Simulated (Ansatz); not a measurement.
## B2NH2OF (SMILES OB1NB1F): the energy to break a bond

B2NH2OF: 7 atoms, total charge 0, spin state singlet. As SMILES, `OB1NB1F`. The shape was relaxed beforehand at PBE0/def2-SVP. This is one conformer, not always the lowest.

```xyz
7

O    -1.2817    0.1744    1.3139
B    -0.3832    0.1472    0.3120
N     0.6330   -0.7687   -0.0949
B     0.5859    0.3437   -0.9550
F     1.2521    0.7247   -2.0292
H    -1.8280    0.9660    1.2877
H     1.0831   -1.6553    0.1200
```

Wanted: the dissociation energy of the F5–B4 bond into doublet F and doublet B2NH2O (shapes relaxed at PBE0/def2-SVP, no zero-point term). 1 Eh = 2625.50 kJ/mol = 27.2114 eV. Totals in Eh; open shells run unrestricted unless said.

```tsv
level	program	B2NH2OF	doublet F	doublet B2NH2O
CAM-B3LYP/def2-SVP	Ansatz	-280.527508	-99.616557	-180.642681
wB97M-V/def2-SVP	Ansatz	-280.548495	-99.614309	-180.663556
RPA@PBE/def2-SVP, 5 core orbitals frozen	Ansatz	-280.186403	-99.515495	-180.438513
```

Work out the dissociation energy at each level.


1. CAM-B3LYP/def2-SVP: (-99.616557) + (-180.642681) − (-280.527508) = 0.268270 Eh = 704.3 kJ/mol = 7.30 eV.
2. wB97M-V/def2-SVP: (-99.614309) + (-180.663556) − (-280.548495) = 0.270630 Eh = 710.5 kJ/mol = 7.36 eV.
3. RPA@PBE/def2-SVP: (-99.515495) + (-180.438513) − (-280.186403) = 0.232395 Eh = 610.2 kJ/mol = 6.32 eV.

The levels span 610 to 711 kJ/mol; no measured value is set beside them. A bond enthalpy at 298 K also holds the loss of zero-point energy and thermal terms.
